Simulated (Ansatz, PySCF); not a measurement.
C2H7OSi, SMILES C[Si](C)O, multiplicity 2. Atoms are numbered in the order given.

```xyz
11

C      1.5242    -0.8651    -0.0613
Si    -0.0059     0.1154     0.3991
C     -1.5666    -0.8321    -0.0774
O      0.1148     1.5575    -0.4565
H      2.4420    -0.3207     0.2057
H      1.5354    -1.8379     0.4534
H      1.5388    -1.0473    -1.1496
H     -1.5648    -1.0451    -1.1607
H     -2.4839    -0.2719     0.1603
H     -1.6103    -1.7910     0.4627
H     -0.5815     2.1999    -0.2915
```
Charge 0, spin multiplicity 2.

Geometry: PBE0-D3(BJ)/def2-SVP. The isomer is the one that the SMILES or the coordinates give; other isomers of the formula were not compared. One conformer was computed; it need not be the lowest.

Two levels are set side by side: PBE-D3(BJ)/def2-SVP (Ansatz, a program for electronic structure) and PBE0-D3(BJ)/def2-SVP (Ansatz). Each level has its own optimised geometry; the coordinates shown are those of the second. Frequencies come from the Hessian of PySCF at each geometry. Differences are taken from unrounded values.

```csv
quantity,PBE0-D3(BJ)
mean bond length (Å),1.301
bond C1–Si2 (Å),1.875
bond Si2–C3 (Å),1.887
bond Si2–O4 (Å),1.681
bond C1–H5 (Å),1.100
bond C1–H6 (Å),1.101
bond C1–H7 (Å),1.104
bond C3–H8 (Å),1.104
bond C3–H9 (Å),1.101
bond C3–H10 (Å),1.101
bond O4–H11 (Å),0.962
highest harmonic wavenumber (cm⁻¹),3930
mean harmonic wavenumber (cm⁻¹),1414
zero-point energy (kcal/mol),54.60
```

Problem. What does PBE-D3(BJ) give, and how far is it from PBE0-D3(BJ)? (The exact figures need the calculation; the answer reports its results.)

Solution. 
| quantity | PBE-D3(BJ) | PBE-D3(BJ) minus PBE0-D3(BJ) |
|---|---|---|
| mean bond length (Å) | 1.312 | 0.011 |
| bond C1–Si2 (Å) | 1.888 | 0.013 |
| bond Si2–C3 (Å) | 1.902 | 0.015 |
| bond Si2–O4 (Å) | 1.700 | 0.019 |
| bond C1–H5 (Å) | 1.108 | 0.008 |
| bond C1–H6 (Å) | 1.109 | 0.008 |
| bond C1–H7 (Å) | 1.112 | 0.008 |
| bond C3–H8 (Å) | 1.112 | 0.008 |
| bond C3–H9 (Å) | 1.109 | 0.008 |
| bond C3–H10 (Å) | 1.110 | 0.008 |
| bond O4–H11 (Å) | 0.973 | 0.012 |
| highest harmonic wavenumber (cm⁻¹) | 3757 | -173 |
| mean harmonic wavenumber (cm⁻¹) | 1369 | -45 |
| zero-point energy (kcal/mol) | 52.85 | -1.74 |

GGA bonds tend to be longer and softer than those of functionals with exact exchange. Differences between two approximate levels are no errors against the true value.
